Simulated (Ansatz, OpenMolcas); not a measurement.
## The same job for Ansatz

OpenMolcas 26.06 runs this on SnNH4F (SMILES [NH2][SnH2][F]):

geom.xyz:
```
7

N     -0.824600     0.088300    -0.943000
Sn     0.497700    -0.065100     0.542900
F      0.233900    -1.827500     1.272400
H     -1.584200     0.741400    -0.829600
H     -0.469500     0.125500    -1.885700
H      0.113100     0.971100     1.833800
H      2.094900    -0.101800    -0.036600
```

run.inp:
```
* FH4NSn Kohn-Sham DFT

&gateway
  baslib = $CurrDir
  coord = geom.xyz
  basis = def2-SVP
  group = NoSym

&seward
  gridinput
  Grid=UltraFine
  End of Grid

&scf
  ksdft = 2
  1.0 MGGA_X_R2SCAN
  1.0 MGGA_C_R2SCAN
  thresholds = 1e-10 1e-07 1e-07 1e-05
  prorbitals = 1 2

&alaska
```

```bash
$ export MOLCAS_MEM=1860
$ pymolcas run.inp > run.log
```

(Basis files named in the input come from the Basis Set Exchange and aren't shown.)

The shape is that of a PBE0-D4/def2-TZVP optimisation. This is one conformer, not always the lowest.

It gives a total energy of -371.182967 Eh.

Question: Write the same calculation for Ansatz 0.2.0 as an input file of the program's own, asking for the energy.

Answer: For example:

job.yaml:
```yaml
crystal:
  periodic: [false, false, false]
  atoms:
    - {symbol: "N", position_ang: [-0.824600, 0.088300, -0.943000]}
    - {symbol: Sn, position_ang: [0.497700, -0.065100, 0.542900]}
    - {symbol: F, position_ang: [0.233900, -1.827500, 1.272400]}
    - {symbol: H, position_ang: [-1.584200, 0.741400, -0.829600]}
    - {symbol: H, position_ang: [-0.469500, 0.125500, -1.885700]}
    - {symbol: H, position_ang: [0.113100, 0.971100, 1.833800]}
    - {symbol: H, position_ang: [2.094900, -0.101800, -0.036600]}
basis:
  gaussian:
    orbitals: def2-SVP
hamiltonian:
  xc: {name: r2SCAN}
accuracy: high
output:
  orbitals: {seedname: orbitals}
```

```bash
$ ansatz run job.yaml --threads 1 --pin off --max-ram 3480MiB --events-out events.jsonl --progress --plain --runs-dir runs
```

Its energy is -371.183024 Eh, 0.057 mEh from the first; the programs' integration grids differ.
